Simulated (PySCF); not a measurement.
CH10O2Si3. Atoms are numbered in the order given.

```xyz
16

O     -1.5067     2.2153    -0.0707
C     -0.7406     1.4404    -0.9626
Si     0.1824     0.1157     0.0322
O      0.8637     1.0957     1.2313
Si     1.8170    -1.0360    -1.2068
Si    -1.3396    -1.3814     1.0167
H     -0.9183     2.4694     0.6524
H     -0.0184     2.0513    -1.5437
H     -1.4224     0.9825    -1.6976
H      1.1930     0.6589     2.0220
H      1.1528    -1.8861    -2.2452
H      2.7532    -0.0881    -1.8882
H      2.6155    -1.9310    -0.3106
H     -0.6240    -2.2824     1.9771
H     -2.4013    -0.6452     1.7681
H     -1.9788    -2.2349    -0.0337
```

Geometry: PBE0-D3(BJ)/def2-SVP. The structure was generated by enumeration, and PubChem lists no compound with its InChIKey, so it may never have been made. Other conformers were not sampled.

These are SMD-ωB97X/6-31G* (PySCF) values and carry that method's errors.

Solvation free energies are E(SMD) − E(gas) at the gas-phase geometry, for 1 M in both phases. In vacuum the dipole moment is 1.92 D.

Question: Estimate the solvation free energies in water, dichloromethane, acetone. (Estimate from the structure and the level; the computed values follow.)

Answer: 
```tsv
solvent	ΔG(solv) (kcal/mol)	its non-electrostatic (CDS) part	dipole (D)
water	-5.4	5.2	2.59
dichloromethane	-5.6	-0.5	2.26
acetone	-5.9	-1.1	2.26
```
